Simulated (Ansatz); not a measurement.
`C[Se][Al]([F])[Cl]`, relaxed with RKS PBE0-D4/def2-TZVP in Ansatz 0.2.0 from a PBE-D4/def2-SVP geometry. The force threshold is 0.005 eV/Å; the program also tests the step.

Total charge 0; spin multiplicity 1.

Start:

```xyz
8

C    -0.792    1.111    0.496
Se    0.519    0.999   -0.995
Al    1.056   -1.221   -0.744
F     2.205   -1.922   -1.737
Cl    0.110   -2.421    0.706
H    -0.258    1.190    1.459
H    -1.463    0.235    0.503
H    -1.377    2.030    0.312
```

Problem. By how much does the energy fall, and how many steps does the optimiser take? (Best estimate.)

Solution. The calculation gave: 4.14 kJ/mol, in 28 steps, 3 of them rejected.

Problem. Which bonds change most? (An estimate is asked.)

Solution. The calculation gave: Al3–F4 from 1.672 to 1.640 Å; Al3–Cl5 from 2.107 to 2.084 Å; C1–Se2 from 1.988 to 1.967 Å; C1–H6 from 1.104 to 1.086 Å.

Problem. Give the relaxed structure. (An estimate is asked.)

Solution. The calculation gave: 
```xyz
8

C    -0.819    1.099    0.470
Se    0.449    0.955   -1.026
Al    1.070   -1.219   -0.720
F     2.165   -1.898   -1.734
Cl    0.282   -2.380    0.820
H    -0.308    0.941    1.416
H    -1.630    0.387    0.350
H    -1.208    2.114    0.425
```
